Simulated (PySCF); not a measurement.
A structure optimised at PBE-D3(BJ)/def2-TZVP, used in a PySCF frequency run:

```xyz
3

B      0.0000     0.0000     0.0000
Br     0.0000     0.0000    -1.7715
Br     0.0000     0.0000     1.7715
```
Charge +1, spin multiplicity 1.

Q: Write its SMILES, formula and point group.

A: Br[B+]Br, BBr2, D∞h

Q: What are its rotational constants (standard atomic weights)?

A: 1.0078 GHz (linear rotor, B only)
